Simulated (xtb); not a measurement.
HCl3OTi (SMILES [OH][Ti]([Cl])([Cl])[Cl]), singlet, from a rough starting geometry (GFN-xTB shapes and energies of metal compounds can be far from the true ones); GFN2-xTB run with xtb.

Input for xtb:
```
$ xtb mol.xyz --gfn 2 --opt vtight --json

# file mol.xyz
6

Ti     0.26943029    -0.12114104    -0.03482485
Cl     1.89228563     1.10784053    -0.67179642
Cl     0.92215906    -0.94226488     1.84110888
Cl     0.33911024    -1.81780371    -1.34038620
O     -1.24290398     0.71493199     0.04353871
H     -2.09070557     1.01072674     0.14819473
```

Question: What does xtb print? Leave out banner, timings and long lists.

Answer: 
```
   ID    Z sym.   atoms
    1   22 Ti     1
    2   17 Cl     2-4
    3    8 O      5
    4    1 H      6

           -------------------------------------------------
          |                Calculation Setup                |
           -------------------------------------------------

           -------------------------------------------------
          |                 G F N 2 - x T B                 |
           -------------------------------------------------

          ...................................................
          :                      SETUP                      :
          :.................................................:
          :  # basis functions                  45          :
          :  # atomic orbitals                  41          :
          :  # shells                           15          :
          :  # electrons                        32          :
          :  max. iterations                   250          :
          :  Hamiltonian                  GFN2-xTB          :
          :  restarted?                      false          :
          :  GBSA solvation                  false          :
          :  PC potential                    false          :
          :  electronic temp.          300.0000000     K    :
          :  accuracy                    1.0000000          :
          :  -> integral cutoff          0.2500000E+02      :
          :  -> integral neglect         0.1000000E-07      :
          :  -> SCF convergence          0.1000000E-05 Eh   :
          :  -> wf. convergence          0.1000000E-03 e    :
          :  Broyden damping             0.4000000          :
          :  net charge                          0          :
          :  unpaired electrons                  0          :
          ...................................................

 iter      E             dE          RMSdq      gap      omega  full diag
   1    -20.0789376 -0.200789E+02  0.571E+00    2.87       0.0  T
   2    -20.1230900 -0.441523E-01  0.453E+00    3.41       1.0  T
   3    -20.1289780 -0.588809E-02  0.286E+00    3.20       1.0  T
   4    -20.1299838 -0.100577E-02  0.592E-01    3.14       1.0  T
   5    -20.1300843 -0.100428E-03  0.345E-01    3.09       1.0  T
   6    -20.1300063  0.779240E-04  0.453E-01    3.13       1.0  T
   7    -20.1301992 -0.192824E-03  0.978E-02    3.11       1.0  T
   8    -20.1302062 -0.702135E-05  0.382E-02    3.11       1.1  T
   9    -20.1302078 -0.163979E-05  0.355E-02    3.10       1.1  T
  10    -20.1302082 -0.384145E-06  0.415E-03    3.11       9.8  T
  11    -20.1302082 -0.161441E-07  0.169E-03    3.11      24.2  T
  12    -20.1302082 -0.422061E-08  0.102E-03    3.11      40.0  T
  13    -20.1302082 -0.215210E-08  0.438E-04    3.11      93.2  T
  14    -20.1302082 -0.455042E-09  0.174E-04    3.11     234.3  T

   *** convergence criteria satisfied after 14 iterations ***

         :::::::::::::::::::::::::::::::::::::::::::::::::::::
         ::                     SUMMARY                     ::
         :::::::::::::::::::::::::::::::::::::::::::::::::::::
         :: total energy             -20.062958056508 Eh    ::
         :: gradient norm              0.105051891107 Eh/a0 ::
         :: HOMO-LUMO gap              3.107014483016 eV    ::
         ::.................................................::
         :: SCC energy               -20.130202475614 Eh    ::
         :: -> isotropic ES            0.072834588106 Eh    ::
         :: -> anisotropic ES         -0.001059626616 Eh    ::
         :: -> anisotropic XC         -0.002357762880 Eh    ::
         :: -> dispersion             -0.005287139126 Eh    ::
         :: repulsion energy           0.067244419107 Eh    ::
         :: add. restraining           0.000000000000 Eh    ::
         :: total charge              -0.000000000000 e     ::
         :::::::::::::::::::::::::::::::::::::::::::::::::::::

      -----------------------------------------------------------
[...]
 * total energy  :   -20.0675681 Eh     change       -0.6429730E-03 Eh
 * total energy  :   -20.0676935 Eh     change       -0.1253773E-03 Eh
 * total energy  :   -20.0677285 Eh     change       -0.3506424E-04 Eh
 * total energy  :   -20.0677557 Eh     change       -0.2712140E-04 Eh
 * total energy  :   -20.0677998 Eh     change       -0.4416372E-04 Eh
 * total energy  :   -20.0678592 Eh     change       -0.5943075E-04 Eh
 * total energy  :   -20.0678793 Eh     change       -0.2007997E-04 Eh
 * total energy  :   -20.0678862 Eh     change       -0.6882360E-05 Eh
 * total energy  :   -20.0678904 Eh     change       -0.4214694E-05 Eh
 * total energy  :   -20.0678902 Eh     change        0.1829781E-06 Eh
 * total energy  :   -20.0678911 Eh     change       -0.8388878E-06 Eh
 * total energy  :   -20.0678911 Eh     change       -0.1646533E-07 Eh
   *** GEOMETRY OPTIMIZATION CONVERGED AFTER 14 ITERATIONS ***
         :: total energy             -20.067891096753 Eh    ::
[...]
         8        2.0000           -0.5138597             -13.9828
         9        2.0000           -0.4702288             -12.7956
        10        2.0000           -0.4629020             -12.5962
        11        2.0000           -0.4628994             -12.5961
        12        2.0000           -0.4528914             -12.3238
        13        2.0000           -0.4528912             -12.3238
        14        2.0000           -0.4474913             -12.1769
        15        2.0000           -0.4474895             -12.1768
        16        2.0000           -0.4438691             -12.0783 (HOMO)
        17                         -0.3252446              -8.8504 (LUMO)
        18                         -0.3252405              -8.8502
        19                         -0.2810334              -7.6473
        20                         -0.2810220              -7.6470
        21                         -0.2752908              -7.4910
        22                         -0.0186710              -0.5081
        23                          0.0165040               0.4491
        24                          0.0165047               0.4491
        25                          0.0168795               0.4593
        26                          0.0171952               0.4679
        27                          0.0173333               0.4717
       ...                                ...                  ...
        41                          0.8117333              22.0884
      -------------------------------------------------------------
                  HL-Gap            0.1186245 Eh            3.2279 eV
             Fermi-level           -0.3845568 Eh          -10.4643 eV

     #   Z          covCN         q      C6AA      α(0)
     1  22 Ti       3.009     0.997   103.246    24.813
     2  17 Cl       0.765    -0.265   107.379    15.851
     3  17 Cl       0.765    -0.265   107.379    15.851
     4  17 Cl       0.765    -0.265   107.379    15.851
     5   8 O        1.532    -0.552    24.128     6.626
     6   1 H        0.807     0.348     0.592     1.208

 Mol. C6AA /au·bohr⁶  :       2110.791162
 Mol. C8AA /au·bohr⁸  :     107160.625141
 Mol. α(0) /au        :         80.199880

Wiberg/Mayer (AO) data.
largest (>0.10) Wiberg bond orders for each atom

 ---------------------------------------------------------------------------
     #   Z sym  total        # sym  WBO       # sym  WBO       # sym  WBO
 ---------------------------------------------------------------------------
     1  22 Ti   4.708 --     5 O    1.218     3 Cl   1.148     4 Cl   1.148
                             2 Cl   1.148
     2  17 Cl   1.288 --     1 Ti   1.148
     3  17 Cl   1.288 --     1 Ti   1.148
     4  17 Cl   1.288 --     1 Ti   1.148
     5   8 O    2.185 --     1 Ti   1.218     6 H    0.828
     6   1 H    0.879 --     5 O    0.828
 ---------------------------------------------------------------------------

Topologies differ in total number of bonds
Writing topology from bond orders to xtbtopo.mol

molecular dipole:
                 x           y           z       tot (Debye)
 q only:       -1.178       0.607       0.061
   full:       -1.491       0.767       0.078       4.266
molecular quadrupole (traceless):
                xx          xy          yy          xz          yz          zz
 q only:        3.216      -2.865      -0.880      -0.285       0.146      -2.337
  q+dip:        4.866      -4.336      -1.330      -0.432       0.222      -3.536
   full:        4.960      -4.419      -1.356      -0.441       0.227      -3.604

optimized geometry written to: xtbopt.xyz

           -------------------------------------------------
          | TOTAL ENERGY              -20.067891096753 Eh   |
          | GRADIENT NORM               0.000043647677 Eh/α |
          | HOMO-LUMO GAP               3.227937864496 eV   |
           -------------------------------------------------

normal termination of xtb
```
